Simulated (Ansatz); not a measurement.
System: sum formula SiH$_{2}$Cl$_{2}$ (charge +1, doublet). 
Structure (B3LYP-D3(BJ)/def2-TZVP (Ansatz, a first-principles code) minimum search):
```
Si
H 1 1.4753
H 1 1.5713 2 110.59
Cl 1 2.0130 2 114.86 3 109.11
Cl 1 2.0130 2 114.86 3 -109.11
```
Charge +1, spin multiplicity 2.

Basis-set convergence of Hartree-Fock and MP2 correlation energies (hartree) with Ansatz. Correlated levels leave the core frozen unless marked. UHF or UKS for open shells. Spin-orbit coupling is left out. Non-relativistic.

```
basis        functions        E(HF)  E(corr, MP2)
-----------  ---------  -----------  ------------
cc-pV(D+d)Z         79  -1208.79845      -0.36662
cc-pV(T+d)Z        145   (withheld)    (withheld)
```

### Question
Complete the blanks.

### Answer

- cc-pV(T+d)Z, E(HF): -1208.84991
- cc-pV(T+d)Z, E(corr, MP2): -0.48350
